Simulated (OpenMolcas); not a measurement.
## Levels of Tb2+ by method

```yaml
Program: OpenMolcas
Basis: ANO-RCC-VQZP [9s8p6d4f3g2h]
Scalar_Hamiltonian: DKH2, point nucleus
Active_space: 9 electrons in 7 orbitals (4f)
State_averaging: 2S+1 = 6 odd, 21 roots; 2S+1 = 4 odd, 224 roots (128 in the spin-orbit step); 2S+1 = 2 odd, 249 roots kept (CI in the orbitals of an earlier block, 143 in the spin-orbit step)
Spin-orbit_coupling: state interaction with AMFI integrals over the reference wave functions, term energies averaged over their components
```

Methods on the same reference wave functions:
A. CASSCF
B. SS-CASPT2, IPEA 0.25 Eh, imaginary shift 0.1 Eh (closed shells correlated: 5s 5p)
C. MS-CASPT2, IPEA 0.25 Eh, imaginary shift 0.1 Eh (closed shells correlated: 5s 5p)

Energies in eV above 4f⁹ ⁶H°_15/2, the measured ground level; measured values from Martin, Zalubas and Hagan, Atomic Energy Levels: The Rare-Earth Elements, NSRDS-NBS 60 (1978).

```json
{"Level": "4f⁹ ⁶H°_15/2", "A": "0.0000", "B": "0.0000", "C": "0.0000", "Measured": "0.0000"}
{"Level": "4f⁹ ⁶H°_13/2", "A": "0.3603", "B": "0.367", "C": "0.367", "Measured": "0.3477"}
{"Level": "4f⁹ ⁶H°_11/2", "A": "0.6235", "B": "0.623", "C": "0.623", "Measured": "0.5870"}
{"Level": "4f⁹ ⁶H°_9/2", "A": "0.8278", "B": "0.824", "C": "0.824", "Measured": "0.7759"}
{"Level": "4f⁹ ⁶H°_7/2", "A": "0.9877", "B": "0.981", "C": "0.981", "Measured": "0.9202"}
{"Level": "4f⁹ ⁶F°_11/2", "A": "1.0931", "B": "0.841", "C": "0.841", "Measured": "0.8022"}
{"Level": "4f⁹ ⁶H°_5/2", "A": "1.1086", "B": "1.100", "C": "1.100", "Measured": "1.0273"}
{"Level": "4f⁹ ⁶F°_9/2", "A": "1.2492", "B": "0.986", "C": "0.986", "Measured": "0.9450"}
{"Level": "4f⁹ ⁶F°_7/2", "A": "1.4459", "B": "1.186", "C": "1.186", "Measured": ""}
{"Level": "4f⁹ ⁶F°_5/2", "A": "1.5954", "B": "1.334", "C": "1.334", "Measured": "1.2672"}
{"Level": "4f⁹ ⁶F°_3/2", "A": "1.6881", "B": "1.420", "C": "1.420", "Measured": ""}
{"Level": "4f⁹ ⁶F°_1/2", "A": "1.7439", "B": "1.473", "C": "1.473", "Measured": ""}
{"Level": "4f⁹ ⁴F°_9/2(1) [69 %]", "A": "2.7508", "B": "2.343", "C": "2.343", "Measured": ""}
{"Level": "4f⁹ ⁴I°_15/2(1) [62 %]", "A": "2.8364", "B": "2.539", "C": "2.539", "Measured": ""}
{"Level": "4f⁹ ⁴G°_11/2(1)", "A": "3.0471", "B": "2.614", "C": "2.614", "Measured": ""}
{"Level": "4f⁹ ⁴M°_21/2", "A": "3.0809", "B": "2.997", "C": "2.997", "Measured": ""}
{"Level": "4f⁹ ⁴I°_13/2(1)", "A": "3.2091", "B": "2.895", "C": "2.895", "Measured": ""}
{"Level": "4f⁹ ⁴M°_19/2 [62 %]", "A": "3.2494", "B": "3.113", "C": "3.113", "Measured": ""}
{"Level": "4f⁹ ⁴F°_7/2(1) [64 %]", "A": "3.2711", "B": "2.846", "C": "2.846", "Measured": ""}
{"Level": "4f⁹ ⁴I°_11/2(1)", "A": "3.4746", "B": "3.150", "C": "3.150", "Measured": ""}
{"Level": "4f⁹ ⁴I°_9/2(1)", "A": "3.6349", "B": "3.293", "C": "3.293", "Measured": ""}
{"Level": "4f⁹ ⁴M°_17/2 [51 %]", "A": "3.6442", "B": "3.481", "C": "3.481", "Measured": ""}
{"Level": "4f⁹ ⁴G°_9/2(1) [64 %]", "A": "3.7472", "B": "3.324", "C": "3.324", "Measured": ""}
{"Level": "4f⁹ ⁴L°_19/2 [60 %]", "A": "3.8662", "B": "3.653", "C": "3.653", "Measured": ""}
```

Deviations, from unrounded energies. A percentage is the sum of absolute deviations over the sum of measured energies, with the sign that they share, or ± where signs differ.

| Against measurement | Levels | A | B | C |
| --- | --- | --- | --- | --- |
| mean absolute deviation (cm-1) | 8 | 1200 | 380 | 380 |
| fine structure of the ground term (%) | 5 | +6.8 | +6.4 | +6.4 |
| other terms of the ground configuration (%) | 3 | +30.6 | +4.8 | +4.8 |

B, C lie about equally close to measurement and A furthest from it. The largest miss of B in the table is 4f⁹ ⁶H°_5/2, by +580 cm-1. The ranking rests on the paired levels alone, and a cruder setting can come out closer through cancelling errors.

Between B and C no level of the table moves by more than 5 cm-1.

The two smallest mean deviations differ by little beside CASPT2's spread within terms, so their order carries little weight.

From A to B the spin-free energies of the other terms of 4f⁹ shown, above ⁶H°, scale by factors of 0.69 to 0.97.

The lowest spin-free term lies below A's lowest term by 0.832 hartree in B, 0.832 hartree in C.

CASPT2 does not keep the components of a term degenerate, so their means are used; among the terms shown or strongly mixed into the levels shown the widest spread is 270 cm-1 (4f⁹ ⁶H°, C). High states are left out of the spin-orbit mixing, which shifts the levels that they would mix with. Without dynamic correlation excited terms often stand tens of per cent too high (terms of higher spin than the ground term too low), and those without a measured partner can miss by more than the paired ones (holds for A). Blocks of more than 70 roots (2S+1 = 4 odd, 2 odd) ran without multistate coupling (holds for C). Measured partners are found by configuration, term and J. A level has none where our copy of the source lacks it or the pairing is in doubt (some pairs that miss far off the trend of their configuration count as doubtful), and it then counts in no deviation. Only configurations of the active space appear. Levels that lie high or do not pair safely by name in every column are left out.

A share in square brackets marks a mixed level and gives the weight of the term that names it, the lowest over the columns. A number in round brackets counts repeated terms of one configuration in the order of the reference energies. ° marks odd parity.
